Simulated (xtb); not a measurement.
Al(H)(NH2)2 (AlH₅N₂), SMILES [NH2][AlH][NH2]. All values are semi-empirical tight-binding results from xtb (GFN2-xTB unless named), good for trends rather than for accurate numbers. Geometry: GFN2-xTB. One conformer was computed; it need not be the lowest.

For metal compounds this method's bond lengths and energies can be far off.

Computed properties:
```yaml
point_group_as_xtb_finds_it: C2
orbital_gap: 4.78 eV
zero_point_energy: 33.2 kcal/mol
G − E(el) at 298.15 K (modified RRHO): 15.7 kcal/mol
```
